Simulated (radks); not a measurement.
Species: Os I. Configuration: [Xe] 4f14 5d6 6s2.

All-electron calculation, Dirac Kohn-Sham, relativistic LDA (MacDonald-Vosko exchange, VWN5 correlation), spin-unpolarised, spherical densities, finite nucleus; open shells fill j = l - 1/2 first; Fermi nuclear charge, rms radius 5.4126 fm. Program: a radial shooting solver on a logarithmic mesh with Libxc functionals.

Energy parts (eV):
total: -468983.85
kinetic: 530008.88
electron-nucleus: -1174235.26
Hartree: 183308.16
exchange-correlation: -8065.63

Orbitals (lengths in bohr, moments of r in powers of bohr; r(max) is where P^2 peaks):
orbital  occ.  eigenvalue (eV)      <r>       <r^4>   r(max)  small-component weight
1s1/2       2        -73216.68  0.01782   5.214e-07  0.01109                8.19e-02
2s1/2       2        -12758.51  0.07456  0.00007699  0.06388                1.87e-02
2p1/2       2        -12228.81  0.06153  0.00004603  0.04728                1.88e-02
2p3/2       4        -10717.64  0.06967  0.00006845  0.05430                1.69e-02
3s1/2       2        -2969.874   0.1941    0.002823   0.1797                6.19e-03
3p1/2       2        -2730.317   0.1840    0.002472   0.1679                6.14e-03
3p3/2       4        -2400.460   0.1991    0.003315   0.1823                5.59e-03
3d3/2       4        -1995.447   0.1737    0.002222   0.1422                5.48e-03
3d5/2       6        -1923.569   0.1783    0.002430   0.1462                5.33e-03
4s1/2       2        -625.5261   0.4331     0.06522   0.4064                2.07e-03
4p1/2       2        -524.5726   0.4367     0.07041   0.4052                1.98e-03
4p3/2       4        -446.8158   0.4704     0.09440   0.4353                1.76e-03
4d3/2       4        -280.0888   0.4831      0.1174   0.4299                1.57e-03
4d5/2       6        -265.6093   0.4945      0.1287   0.4393                1.51e-03
5s1/2       2         -90.7767    1.009       1.920   0.9161                4.88e-04
5p1/2       2         -59.4566    1.101       2.886   0.9751                4.09e-04
4f5/2       6         -53.6321   0.5523      0.3126   0.4024                1.12e-03
4f7/2       8         -50.8242   0.5605      0.3338   0.4073                1.10e-03
5p3/2       4         -47.2360    1.203       4.164    1.057                3.47e-04
5d3/2       4          -6.9570    1.778       29.93    1.337                1.66e-04
6s1/2       2          -6.2880    2.983       169.3    2.482                5.53e-05
5d5/2       2          -5.9148    1.863       37.41    1.382                1.53e-04

The highest occupied level is 5d5/2 at -5.915 eV. The density falls to 0.001 e/bohr^3 at r = 4.61 bohr.
